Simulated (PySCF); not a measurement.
Spinor energies of V¹⁸⁺ (vanadium, charge +18)

Start: [He] 2s2 2p1; 2p1/2 filled at m_j = +1/2. Calculated with PySCF 2.14 in an uncontracted even-tempered set (17 s from 4.2 bohr⁻², ratio 2.4; 11 p from 5.4 bohr⁻², ratio 2.4; 5 d from 19 bohr⁻², ratio 2.6; 4 f from 29 bohr⁻², ratio 2.6): generalised Hartree-Fock with the X2C-1e Hamiltonian and a Gaussian nucleus; one run each with spin-orbit coupling (SO) switched off, then screened by Boettger's factors.

```csv
spinor shell,electrons,"ε, spin-free (eV)","ε, screened SO (eV)",weight of nominal j (screened SO),"rms radius, screened SO (bohr)"
1s1/2,2,-6488.9,-6488.2,1.000,0.0760
2s1/2,2,-1396.8,-1396.5,1.000,0.304
2p1/2,1,-1351.3,-1357.3,1.000,0.264
```

| quantity | spin-free | screened SO |
| --- | --- | --- |
| E (hartree) | -680.02281 | -680.24223 |
| M_J | 1/2 | 1/2 |
| ⟨J²⟩ | 1.115 | 0.750 |
| ⟨L²⟩ | 2.001 | 2.001 |
| ⟨S²⟩ | 0.750 | 0.750 |

Each row is a mean over spinors that exchange with the open shell spreads, by up to 5.616 eV (2s1/2).

Without spin-orbit coupling the j labels of p, d and f shells carry no meaning; the spin-free column gives the mean over the occupied spinors of each nl shell, and its ⟨J²⟩ belongs to a mixture of degenerate components.
